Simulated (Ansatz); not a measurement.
`[NH2][Mo]([F])(=[S])=[S]`. The species carries charge 0 and has multiplicity 1. Correlated methods include outer-core shells of Mo, which these sets cover unevenly. Mo takes the def2 core potential.

| atom | x (Å) | y (Å) | z (Å) |
| --- | --- | --- | --- |
| N1 | -0.411 | 1.059 | 0.389 |
| Mo2 | 0.227 | -0.579 | -0.328 |
| F3 | 0.236 | -0.515 | -2.172 |
| S4 | 2.170 | -0.874 | 0.401 |
| S5 | -1.049 | -2.101 | 0.343 |
| H6 | 0.197 | 1.804 | 0.698 |
| H7 | -1.369 | 1.207 | 0.669 |

(1) Give the diagnostics of a CCSD(T)/def2-TZVPP run (frozen core, Ansatz). (An estimate is asked.)

Answers

(1) The calculation gave: T1 = 0.0245, largest single amplitude 0.069, largest double 0.070, (T) share of the correlation energy 6.3 %, 15 CCSD cycles. The RHF solution is unstable towards an unrestricted one. T1 lies over the customary mark of 0.02 for closed shells; compounds of d metals often pass it without a breakdown.
